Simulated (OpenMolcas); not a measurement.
Ni3+: effect of the ligand basis

Ni3+ with 6 ligands (chloride) in octahedral coordination (Oh) at 2.36 Å. A charge of +0.5 e stands 3.2 Å behind each ligand.

```
Program             : OpenMolcas
Method              : CASSCF
Spin-orbit coupling : state interaction with AMFI integrals over the reference wave functions
```

Fixed: metal basis ANO-RCC-VTZP, active space 7 electrons in 5 orbitals (3d), DKH2 Hamiltonian.

States (labels of O, the rotations of Oh). Energies in cm-1 above the lowest state or level, χT in cm3 K/mol; under a threefold ground state the first gap can be a small split of the lowest multiplet, not the spin-orbit step.

```json
{"Run": "A", "Ligand basis": "ANO-RCC-VDZP", "Ground state": "4T1", "First state of that spin": "4T2 6467", "First gap with spin-orbit (degeneracies)": "458.8 (2, 4)", "χT at 300 K": "3.465", "First state of another spin": "2E 15446", "Cost": "roughly 40 core-seconds"}
{"Run": "B", "Ligand basis": "ANO-RCC-VTZP", "Ground state": "4T1", "First state of that spin": "4T2 6420", "First gap with spin-orbit (degeneracies)": "459.6 (2, 4)", "χT at 300 K": "3.473", "First state of another spin": "2E 15511", "Cost": "roughly 2.6 core-minutes"}
```

Against A, the first state of the same spin changes by -0.7 % in B.

Costs are those of the RASSCF and RASSI steps.

An orbital triplet at a regular site is open to Jahn-Teller coupling, which can distort the site and quench the lowest spin-orbit gaps and is left out. Without dynamic correlation the repulsion within the d shell is too large (B by tens of per cent), so at a given field states of lower spin stand too high. CASSCF with metal d orbitals alone favours high spin, so a ground state of lower spin is not ruled out. Ligand-to-metal charge-transfer states are missing. With no ligand orbital active B as a rule stays too high, so bands that hang on it stand too high and its fall with covalency is understated. With metal d orbitals alone and no dynamic correlation the field as a rule comes out too small, by tens of per cent, by up to half for chloride and softer ligands, and with too little covalency χT stands high. No measured value stands beside these numbers; the geometry is a model, was not optimised and need not be the one that this ion takes.
